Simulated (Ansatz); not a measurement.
Isolated molecules relaxed with PBE0-D4/def2-TZVP in Ansatz; ΔE leaves out vibrations. CCSD(T)/CBS is the MP2 limit (def2-TZVPP, def2-QZVPP) plus CCSD(T) − MP2 in def2-TZVPP, frozen cores. This one scheme is used for every species. For Br outer-core shells are correlated without core-valence functions, which leaves a few kJ/mol of doubt a bond. Scalar relativity is left out up to krypton. One conformer a species, not always the lowest.

Reaction (ligand exchange at the Si–S bond): `BS[Si](N)(O)F` + HBr → `N[Si](O)(F)Br` + `BS`

`BS[Si](N)(O)F`:

Cartesian coordinates in Å:
```
B -1.766 -1.430 -0.591
S -1.259 0.225 -0.970
Si 0.663 0.309 0.005
N 1.309 1.857 0.087
O 0.557 -0.267 1.519
F 1.630 -0.560 -0.910
H -2.812 -1.795 -1.028
H -1.099 -2.157 0.087
H 1.799 2.281 -0.681
H 1.052 2.511 0.806
H -0.072 -0.974 1.675
```

HBr:

Cartesian coordinates in Å:
```
Br -0.689 -0.132 -0.111
H 0.689 0.132 0.111
```

`N[Si](O)(F)Br`:

Cartesian coordinates in Å:
```
N 0.384 -1.153 -0.127
Si 0.078 0.509 -0.056
O -1.274 0.830 0.780
F 1.368 1.148 0.610
Br -0.203 1.534 -1.986
H -0.303 -1.773 -0.525
H 1.320 -1.473 -0.317
H -1.370 0.378 1.622
```

`BS`:

Cartesian coordinates in Å:
```
B -0.509 0.033 0.275
S 1.238 0.241 0.141
H -0.993 0.370 1.311
H -1.152 -0.417 -0.620
H 1.416 -0.226 -1.107
```

```tsv
level	ΔE (kcal/mol)
HF/def2-SVP	-12.2
CCSD/def2-SVP	-10.4
```

Task: What does CCSD(T)/CBS give? (Best estimate.)

Result: Ansatz gave: -10.4 kcal/mol. The listed levels differ from it by -1.8, 0.0 kcal/mol.

Largest T1 diagnostic among the species: 0.015.

In def2-TZVPP, CCSD(T) changes the Hartree–Fock value by +3.2 kcal/mol (the triples alone add +0.6 kcal/mol) and MP2 by +2.9 kcal/mol. Leaving LDA and LC-ωPBE aside and taking each functional with its dispersion term where it has one, the values, not all of them listed here, spread over 2.3 kcal/mol, from B2PLYP to revPBE-D4. LDA lies +1.3 kcal/mol from PBE without D4. From BLYP to BHLYP (50 % exact exchange), in def2-TZVPP and without D4, ΔE moves by −0.8 kcal/mol.
